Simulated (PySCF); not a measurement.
Compound: C8H7F3O.
SMILES with atom numbers: `[O:1]=[C:2]([C@@H:3]1[C@H:4]2[CH:5]=[CH:6][CH2:7][C@@H:8]12)[C:9]([F:10])([F:11])[F:12]` (hydrogens: H13 on C3; H14 on C4; H15 on C5; H16 on C6; H17, H18 on C7; H19 on C8)

The same species was optimised twice, with GFN2-xTB and with PBE0-D3(BJ)/def2-SVP (PySCF), and the same property calculations (PySCF, gas phase) were run on both structures.

```json
{"coordinate": "C2–C3 (Å)", "GFN2-xTB": "1.452", "PBE0-D3(BJ)/def2-SVP": "1.472", "change": "+0.020"}
{"coordinate": "C2–C9 (Å)", "GFN2-xTB": "1.557", "PBE0-D3(BJ)/def2-SVP": "1.542", "change": "-0.015"}
{"coordinate": "C5=C6 (Å)", "GFN2-xTB": "1.329", "PBE0-D3(BJ)/def2-SVP": "1.341", "change": "+0.012"}
{"coordinate": "C4–C5 (Å)", "GFN2-xTB": "1.476", "PBE0-D3(BJ)/def2-SVP": "1.486", "change": "+0.010"}
{"coordinate": "C9–F11 (Å)", "GFN2-xTB": "1.328", "PBE0-D3(BJ)/def2-SVP": "1.318", "change": "-0.010"}
{"coordinate": "C3–C8 (Å)", "GFN2-xTB": "1.525", "PBE0-D3(BJ)/def2-SVP": "1.515", "change": "-0.010"}
{"coordinate": "C3–C4 (Å)", "GFN2-xTB": "1.542", "PBE0-D3(BJ)/def2-SVP": "1.532", "change": "-0.010"}
{"coordinate": "C9–F12 (Å)", "GFN2-xTB": "1.346", "PBE0-D3(BJ)/def2-SVP": "1.336", "change": "-0.010"}
{"coordinate": "C9–F10 (Å)", "GFN2-xTB": "1.345", "PBE0-D3(BJ)/def2-SVP": "1.336", "change": "-0.009"}
{"coordinate": "C4–C8 (Å)", "GFN2-xTB": "1.487", "PBE0-D3(BJ)/def2-SVP": "1.492", "change": "+0.005"}
{"coordinate": "C7–C8 (Å)", "GFN2-xTB": "1.512", "PBE0-D3(BJ)/def2-SVP": "1.518", "change": "+0.006"}
{"coordinate": "C6–C7 (Å)", "GFN2-xTB": "1.501", "PBE0-D3(BJ)/def2-SVP": "1.506", "change": "+0.005"}
{"coordinate": "O1=C2 (Å)", "GFN2-xTB": "1.205", "PBE0-D3(BJ)/def2-SVP": "1.205", "change": "0.000"}
{"coordinate": "C3–C2–C9 (°)", "GFN2-xTB": "112.4", "PBE0-D3(BJ)/def2-SVP": "115.1", "change": "+2.7"}
{"coordinate": "C3–C8–C7 (°)", "GFN2-xTB": "114.9", "PBE0-D3(BJ)/def2-SVP": "117.1", "change": "+2.2"}
{"coordinate": "O1–C2–C3 (°)", "GFN2-xTB": "127.2", "PBE0-D3(BJ)/def2-SVP": "125.0", "change": "-2.2"}
{"coordinate": "C2–C9–F11 (°)", "GFN2-xTB": "113.2", "PBE0-D3(BJ)/def2-SVP": "111.8", "change": "-1.4"}
{"coordinate": "F10–C9–F12 (°)", "GFN2-xTB": "106.4", "PBE0-D3(BJ)/def2-SVP": "107.7", "change": "+1.3"}
{"coordinate": "F11–C9–F12 (°)", "GFN2-xTB": "107.5", "PBE0-D3(BJ)/def2-SVP": "108.7", "change": "+1.2"}
{"coordinate": "C2–C9–F12 (°)", "GFN2-xTB": "110.8", "PBE0-D3(BJ)/def2-SVP": "109.6", "change": "-1.2"}
{"coordinate": "F10–C9–F11 (°)", "GFN2-xTB": "107.5", "PBE0-D3(BJ)/def2-SVP": "108.7", "change": "+1.2"}
{"coordinate": "O1–C2–C3–C4 (°)", "GFN2-xTB": "34", "PBE0-D3(BJ)/def2-SVP": "35", "change": "+1"}
{"coordinate": "O1–C2–C9–F10 (°)", "GFN2-xTB": "-121", "PBE0-D3(BJ)/def2-SVP": "-124", "change": "-3"}
```

Rotational constants: A = 2044, B = 541.4, C = 521.2 MHz (GFN2-xTB) against A = 2098, B = 530.3, C = 514.4 MHz (PBE0-D3(BJ)/def2-SVP).

On the GFN2-xTB structure: HOMO (eV) -7.33 [PBE0/pcSseg-1]; LUMO (eV) -1.62 [PBE0/pcSseg-1]; dipole (D) 3.90 [PBE0/pcSseg-1]; GIAO shielding of O1 (ppm) -267.3 [PBE0/pcSseg-1]; GIAO shielding of C2 (ppm) -10.8 [PBE0/pcSseg-1]; GIAO shielding of C3 (ppm) 146.6 [PBE0/pcSseg-1]; GIAO shielding of C4 (ppm) 138.7 [PBE0/pcSseg-1]; GIAO shielding of C5 (ppm) 44.8 [PBE0/pcSseg-1]; GIAO shielding of C6 (ppm) 45.3 [PBE0/pcSseg-1]; GIAO shielding of C7 (ppm) 144.9 [PBE0/pcSseg-1]; GIAO shielding of C8 (ppm) 148.2 [PBE0/pcSseg-1].

Question: What do these properties become on the PBE0-D3(BJ)/def2-SVP structure?

Answer: 
```
                                    property          level  on GFN2-xTB  on PBE0-D3(BJ)/def2-SVP  change
                                   HOMO (eV)  PBE0/pcSseg-1        -7.33                    -7.28   +0.05
                                   LUMO (eV)  PBE0/pcSseg-1        -1.62                    -1.58   +0.04
                                  dipole (D)  PBE0/pcSseg-1         3.90                     3.56   -0.34
energy, GFN2-xTB geometry as zero (kcal/mol)  PBE0/pcSseg-1          0.0                     -1.1    -1.1
                  GIAO shielding of O1 (ppm)  PBE0/pcSseg-1       -267.3                   -278.1   -10.8
                  GIAO shielding of C2 (ppm)  PBE0/pcSseg-1        -10.8                    -13.1    -2.3
                  GIAO shielding of C3 (ppm)  PBE0/pcSseg-1        146.6                    146.8    +0.2
                  GIAO shielding of C4 (ppm)  PBE0/pcSseg-1        138.7                    139.6    +0.9
                  GIAO shielding of C5 (ppm)  PBE0/pcSseg-1         44.8                     41.6    -3.2
                  GIAO shielding of C6 (ppm)  PBE0/pcSseg-1         45.3                     42.6    -2.7
                  GIAO shielding of C7 (ppm)  PBE0/pcSseg-1        144.9                    144.2    -0.7
                  GIAO shielding of C8 (ppm)  PBE0/pcSseg-1        148.2                    150.1    +1.9
```

The heavy atoms differ by 0.066 Å rms after alignment. Among bonds between heavy atoms C2–C3 changes most (+0.020 Å). Changes are differences of the printed values. Neither structure is proved a minimum here.
